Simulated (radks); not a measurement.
Values are calculated unless marked as measured or tabulated.
The boron ion B+, 4 electrons, occupied as [He] 2s2. Level of theory: scalar-relativistic Kohn-Sham, B86b exchange with PBE correlation, spin-polarised, spherical densities, finite nucleus; Fermi nuclear charge, rms radius 2.406 fm (a radial shooting solver on a logarithmic mesh with Libxc functionals).

Normalised radial functions P(r) = r R(r), r in bohr:

r	1s	2s
0.01229	0.2417	0.0577
0.01513	0.2933	0.0701
0.01848	0.3522	0.0841
0.02275	0.4244	0.1013
0.02779	0.5054	0.1206
0.03421	0.6025	0.1436
0.04179	0.7084	0.1687
0.05145	0.8311	0.1974
0.06284	0.9592	0.2271
0.07737	1.0988	0.2588
0.0945	1.2333	0.2882
0.1164	1.3641	0.3145
0.1421	1.4697	0.3319
0.1736	1.5422	0.3366
0.2137	1.5675	0.3218
0.261	1.5312	0.2823
0.3214	1.4230	0.2090
0.3925	1.2531	0.1041
0.4833	1.0228	-0.0401
0.5903	0.7750	-0.2056
0.7268	0.5234	-0.3906
0.8877	0.3184	-0.5603
1.093	0.1642	-0.7023
1.335	0.0731	-0.7755
1.644	0.0252	-0.7641
2.007	0.0070	-0.6690
2.452	0.0014	-0.5160
3.019	0.0002	-0.3392
3.687	0.0000	-0.1921
4.54	0.0000	-0.0866
5.545	0.0000	-0.0317

1s: eigenvalue -193.89 eV, 0 radial nodes, <r> = 0.329 bohr, 90 % of the charge inside 0.592 bohr. 2s: eigenvalue -19.553 eV, 1 radial node at r = 0.458 bohr, <r> = 1.78 bohr, 90 % of the charge inside 2.78 bohr.
